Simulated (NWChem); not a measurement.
System: BHF, doublet; SMILES [BH]F

NWChem input:

```
start job
memory heap 200 mb stack 900 mb global 1100 mb
geometry units angstroms noautosym nocenter noautoz
  B      0.140495     0.717025     0.000000
  F      0.027839    -0.578859     0.000000
  H     -0.836049     1.425126     0.000000
end
basis spherical
  * library aug-cc-pvtz-j
end
dft
  odft
  mult 2
  xc b3lyp
  iterations 150
end
property
  hyperfine
end
task dft property
```

NWChem printed, in part:

```
             Northwest Computational Chemistry Package (NWChem) 7.3.0
             --------------------------------------------------------

                             Geometry "geometry" -> ""
                             -------------------------

 Output coordinates in angstroms (scale by  1.889725989 to convert to a.u.)

  No.       Tag          Charge          X              Y              Z
 ---- ---------------- ---------- -------------- -------------- --------------
    1 B                    5.0000     0.14049500     0.71702500     0.00000000
    2 F                    9.0000     0.02783900    -0.57885900     0.00000000
    3 H                    1.0000    -0.83604900     1.42512600     0.00000000

 Effective nuclear repulsion energy (a.u.)      22.6826989079

                              NWChem Property Module
                              ----------------------

  itol2e modified to match energy
  convergence criterion.

                                 NWChem DFT Module
                                 -----------------

 Summary of "ao basis" -> "ao basis" (spherical)
 ------------------------------------------------------------------------------
       Tag                 Description            Shells   Functions and Types
 ---------------- ------------------------------  ------  ---------------------
 B                       aug-cc-pvtz-j              18       46   9s5p3d1f
 F                       aug-cc-pvtz-j              18       46   9s5p3d1f
 H                       aug-cc-pvtz-j              10       20   6s3p1d

  itol2e modified to match energy
  convergence criterion.

            General Information
            -------------------
          SCF calculation type: DFT
          Wavefunction type:  spin polarized.
          No. of atoms     :     3
          No. of electrons :    15
           Alpha electrons :     8
            Beta electrons :     7
          Charge           :     0
          Spin multiplicity:     2
          Use of symmetry is: off; symmetry adaption is: off
          Maximum number of iterations: 150
          AO basis - number of functions:   112
                     number of shells:    46
          Convergence on energy requested:  1.00D-07
          Convergence on density requested:  1.00D-05
          Convergence on gradient requested:  5.00D-04

              XC Information
              --------------
                         B3LYP Method XC Potential
                     Hartree-Fock (Exact) Exchange  0.200
                        Slater Exchange Functional  0.800 local
                    Becke 1988 Exchange Functional  0.720 non-local
              Lee-Yang-Parr Correlation Functional  0.810
                  VWN I RPA Correlation Functional  0.190 local

             Grid Information
             ----------------
          Grid used for XC integration:  fine
          Radial quadrature: Mura-Knowles
          Angular quadrature: Lebedev.
          Tag              B.-S. Rad. Rad. Pts. Rad. Cut. Ang. Pts.
          ---              ---------- --------- --------- ---------
          B                   0.85       70          13.0       590
          F                   0.50       70          12.0       590
          H                   0.35       60          13.0       590
          Grid pruning is: on
          Number of quadrature shells:   200
          Spatial weights used:  Erf1

      Superposition of Atomic Density Guess
      -------------------------------------

 Sum of atomic energies:        -124.44799447

      Non-variational initial energy
      ------------------------------

 Total energy =    -124.759778
 1-e energy   =    -216.573590
 2-e energy   =      69.131112
 HOMO         =      -0.097723
 LUMO         =       0.009517

   convergence    iter        energy       DeltaE   RMS-Dens  Diis-err
 ---------------- ----- ----------------- --------- --------- ---------
 d= 0,ls=0.0,diis     1   -125.2490444432 -1.48D+02  1.13D-02  3.61D-01
                                                     8.37D-03  3.48D-01
 d= 0,ls=0.0,diis     2   -125.2197020393  2.93D-02  5.18D-03  2.70D-01
                                                     5.06D-03  2.71D-01
 d= 0,ls=0.0,diis     3   -125.2840763151 -6.44D-02  1.35D-03  9.87D-02
                                                     1.32D-03  9.72D-02
 d= 0,ls=0.0,diis     4   -125.3100376117 -2.60D-02  7.66D-04  1.08D-03
                                                     3.60D-04  7.87D-04
 d= 0,ls=0.0,diis     5   -125.3105332882 -4.96D-04  6.54D-05  2.99D-05
                                                     9.11D-05  3.56D-05
  Resetting Diis
 d= 0,ls=0.0,diis     6   -125.3105546558 -2.14D-05  4.02D-05  2.66D-06
                                                     2.15D-05  2.38D-06
 d= 0,ls=0.0,diis     7   -125.3105570559 -2.40D-06  6.50D-06  1.12D-07
                                                     5.76D-06  1.04D-07
 d= 0,ls=0.0,diis     8   -125.3105571685 -1.13D-07  2.18D-06  8.05D-08
                                                     2.42D-06  1.04D-07
 d= 0,ls=0.0,diis     9   -125.3105571993 -3.08D-08  2.50D-06  2.88D-08
                                                     1.49D-06  1.61D-08

         Total DFT energy =     -125.310557199269
      One electron energy =     -217.460381081763
           Coulomb energy =       84.333245501587
    Exchange-Corr. energy =      -14.866120526956
 Nuclear repulsion energy =       22.682698907862

 Numeric. integr. density =       15.000000062305

                    DFT Final Alpha Molecular Orbital Analysis
                    ------------------------------------------

 Vector    6  Occ=1.000000D+00  E=-4.959768D-01
              MO Center=  3.7D-02, -4.7D-01,  8.4D-10, r^2= 6.0D-01
   Bfn.  Coefficient  Atom+Function         Bfn.  Coefficient  Atom+Function
  ----- ------------  ---------------      ----- ------------  ---------------
    58      0.757352  2 F  pz                12      0.339501  1 B  pz
    67      0.299874  2 F  pz                21     -0.166157  1 B  pz
    64     -0.029860  2 F  pz                70      0.029271  2 F  pz
    26     -0.027364  1 B  d -1

 Vector    7  Occ=1.000000D+00  E=-4.411241D-01
              MO Center= -2.4D-01,  8.7D-01, -1.2D-10, r^2= 1.5D+00
   Bfn.  Coefficient  Atom+Function         Bfn.  Coefficient  Atom+Function
  ----- ------------  ---------------      ----- ------------  ---------------
    11      0.591262  1 B  py                93      0.374867  3 H  s
     7      0.297908  1 B  s                 20     -0.298350  1 B  py
    56      0.298469  2 F  px                57     -0.280331  2 F  py
     8      0.150278  1 B  s                 65      0.124534  2 F  px
    97      0.123160  3 H  s                 10     -0.113316  1 B  px

 Vector    8  Occ=1.000000D+00  E=-2.198494D-01
              MO Center=  4.5D-01,  8.6D-01, -1.9D-10, r^2= 1.7D+00
   Bfn.  Coefficient  Atom+Function         Bfn.  Coefficient  Atom+Function
  ----- ------------  ---------------      ----- ------------  ---------------
    10      0.920549  1 B  px                 8      0.369479  1 B  s
    19     -0.295768  1 B  px                 7      0.291145  1 B  s
    56     -0.286070  2 F  px                11      0.256000  1 B  py
    93     -0.224344  3 H  s                 97     -0.169735  3 H  s
    65     -0.145829  2 F  px                 1     -0.091217  1 B  s

 Vector    9  Occ=0.000000D+00  E=-6.441709D-02
              MO Center=  1.2D-01,  8.3D-01, -3.2D-10, r^2= 2.8D+00
   Bfn.  Coefficient  Atom+Function         Bfn.  Coefficient  Atom+Function
  ----- ------------  ---------------      ----- ------------  ---------------
    12      1.016959  1 B  pz                58     -0.289818  2 F  pz
    67     -0.172760  2 F  pz                24      0.159451  1 B  pz
    70     -0.124198  2 F  pz                21     -0.094543  1 B  pz
    18      0.051711  1 B  pz               107      0.040954  3 H  pz
   104      0.030158  3 H  pz

 Vector   10  Occ=0.000000D+00  E= 1.608630D-03
              MO Center= -4.3D-01,  7.4D-02, -5.7D-10, r^2= 1.5D+01
   Bfn.  Coefficient  Atom+Function         Bfn.  Coefficient  Atom+Function
  ----- ------------  ---------------      ----- ------------  ---------------
    98      3.417920  3 H  s                  9     -2.315694  1 B  s
     8     -0.991771  1 B  s                 97      0.992088  3 H  s
    23     -0.781602  1 B  py                22      0.708697  1 B  px
    19      0.407556  1 B  px                20     -0.242415  1 B  py
    11     -0.240538  1 B  py                 7     -0.194679  1 B  s

 Vector   11  Occ=0.000000D+00  E= 1.502045D-02
              MO Center= -1.1D-01,  1.9D+00, -4.8D-10, r^2= 1.5D+01
   Bfn.  Coefficient  Atom+Function         Bfn.  Coefficient  Atom+Function
  ----- ------------  ---------------      ----- ------------  ---------------
    98      1.040384  3 H  s                  9     -0.824625  1 B  s
    23      0.817515  1 B  py                55     -0.546074  2 F  s
    20     -0.361622  1 B  py                97      0.342043  3 H  s
    69     -0.237706  2 F  py                 8      0.231233  1 B  s
    22      0.205809  1 B  px                 7     -0.109202  1 B  s

                     DFT Final Beta Molecular Orbital Analysis
                     -----------------------------------------

 Vector    5  Occ=1.000000D+00  E=-4.954045D-01
              MO Center= -8.2D-02, -2.2D-01, -4.9D-10, r^2= 1.0D+00
   Bfn.  Coefficient  Atom+Function         Bfn.  Coefficient  Atom+Function
  ----- ------------  ---------------      ----- ------------  ---------------
    56      0.689056  2 F  px                10      0.406236  1 B  px
    65      0.273896  2 F  px                11     -0.259168  1 B  py
    19     -0.193584  1 B  px                93     -0.178127  3 H  s
    20      0.138886  1 B  py                57      0.077084  2 F  py
     7     -0.060909  1 B  s                  8     -0.053481  1 B  s

 Vector    6  Occ=1.000000D+00  E=-4.940376D-01
              MO Center=  3.5D-02, -4.8D-01,  1.3D-09, r^2= 5.9D-01
   Bfn.  Coefficient  Atom+Function         Bfn.  Coefficient  Atom+Function
  ----- ------------  ---------------      ----- ------------  ---------------
    58      0.759880  2 F  pz                12      0.328047  1 B  pz
    67      0.302990  2 F  pz                21     -0.160997  1 B  pz
    70      0.030621  2 F  pz                64     -0.030388  2 F  pz
    26     -0.028091  1 B  d -1

 Vector    7  Occ=1.000000D+00  E=-4.179977D-01
              MO Center= -3.1D-01,  8.7D-01, -9.8D-11, r^2= 1.5D+00
   Bfn.  Coefficient  Atom+Function         Bfn.  Coefficient  Atom+Function
  ----- ------------  ---------------      ----- ------------  ---------------
    11      0.543007  1 B  py                93      0.385038  3 H  s
    56      0.335336  2 F  px                20     -0.271616  1 B  py
     7      0.267973  1 B  s                 57     -0.235380  2 F  py
    10     -0.210668  1 B  px                 8      0.148973  1 B  s
    65      0.144006  2 F  px                97      0.128861  3 H  s

[...]

          ----------------------
          Hyperfine Interactions
          ----------------------

 Total Spin Density (Fermi Contact Term)
 ------------------ --------------------
     Atom            x         y         z       Density (a.u.)      Aiso(MHz)     Aiso(Gauss)
     1  11-B      0.26550   1.35498   0.00000       0.362249        519.596893     185.404779
     2  19-F      0.05261  -1.09388   0.00000       0.064497        271.368063      96.830709
     3   1-H     -1.57990   2.69310   0.00000       0.051206        228.882695      81.670899

           -------------------------------------------
           Anisotropic Interaction (Spin-Dipolar Term)
           -------------------------------------------

 ------------------------------------------------------------
     Atom            x         y         z
 ------------------------------------------------------------
     1  11-B      0.26550   1.35498   0.00000

   Spin-Dipolar term (a.u.)
        xx             yy             zz             xy             xz             yz
 ------------------------------------------------------------------------------------------
       0.366461      -0.161353      -0.205108       0.190515      -0.000000      -0.000000

   Principal Comp. of -hf- tensor (au)            Anisotropic -hfcc- (MHz)               Anisotropic -hfcc- (Gauss)
 --------------------------------------------------------------------------------------------------------------------------
      0.428043    -0.222935    -0.205108      73.287317   -38.169778   -35.117538      26.150693   -13.619903   -12.530790

   Orientation of the principal axis of Hyperfine Tensor w.r.t absolute (molecular) frame
 --------------------------------------------------------------------------------------------------------------------------
      0.951526    -0.307569     0.000000
      0.307569     0.951526    -0.000000
     -0.000000     0.000000     1.000000

 ------------------------------------------------------------
     Atom            x         y         z
 ------------------------------------------------------------
     2  19-F      0.05261  -1.09388   0.00000

   Spin-Dipolar term (a.u.)
        xx             yy             zz             xy             xz             yz
 ------------------------------------------------------------------------------------------
       0.562192      -0.203317      -0.358875       0.266869      -0.000000      -0.000000

   Principal Comp. of -hf- tensor (au)            Anisotropic -hfcc- (MHz)               Anisotropic -hfcc- (Gauss)
 --------------------------------------------------------------------------------------------------------------------------
      0.646043    -0.287167    -0.358875     324.459155  -144.222828  -180.236327     115.774899   -51.462205   -64.312695

   Orientation of the principal axis of Hyperfine Tensor w.r.t absolute (molecular) frame
 --------------------------------------------------------------------------------------------------------------------------
      0.954017    -0.299753     0.000000
      0.299753     0.954017     0.000000
     -0.000000    -0.000000     1.000000

 ------------------------------------------------------------
     Atom            x         y         z
 ------------------------------------------------------------
     3   1-H     -1.57990   2.69310   0.00000

   Spin-Dipolar term (a.u.)
        xx             yy             zz             xy             xz             yz
 ------------------------------------------------------------------------------------------
       0.018715       0.009109      -0.027824      -0.024463      -0.000000      -0.000000

   Principal Comp. of -hf- tensor (au)            Anisotropic -hfcc- (MHz)               Anisotropic -hfcc- (Gauss)
 --------------------------------------------------------------------------------------------------------------------------
      0.038842    -0.011018    -0.027824      20.724222    -5.878482   -14.845740       7.394905    -2.097585    -5.297320

   Orientation of the principal axis of Hyperfine Tensor w.r.t absolute (molecular) frame
 --------------------------------------------------------------------------------------------------------------------------
      0.772222     0.635353     0.000000
     -0.635353     0.772222     0.000000
      0.000000    -0.000000     1.000000
```

Level: B3LYP/aug-cc-pVTZ-J, spin-unrestricted, contact and dipolar terms. In the optimisation the excess spin sits in a' (Cs, its own frame). All runs use the structure optimised with PBE0-D3(BJ)/def2-TZVP, spin-unrestricted. No stability test was run on the SCF state.
